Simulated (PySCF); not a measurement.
Correlation energy of F(3+) (fluorine, charge +3)

[He] 2s2 2p2, high-spin 3P determinant. Calculation: PySCF 2.14, in x2c-QZVPPall with one added diffuse shell each of s, p, d, f type (8s5p4d3f1g, 73 functions); scalar relativity by spin-free X2C-1e. Frozen: nothing; 6 electrons correlated.

```tsv
level	correlation energy (mhartree)
CCSD	-129.52
(T)	-1.48
CCSD(T)	-131.00
```

Diagnostics: T1 = 0.0031, D1 = 0.0079, largest double amplitude 0.120.

Task: Is a single reference adequate?

Result: Mostly. T1 lies below 0.03, but a double amplitude of this size points to a near-degeneracy that CCSD handles and MP2 describes poorly.

This basis was not built for core-valence correlation, so the inner-shell part is incomplete.
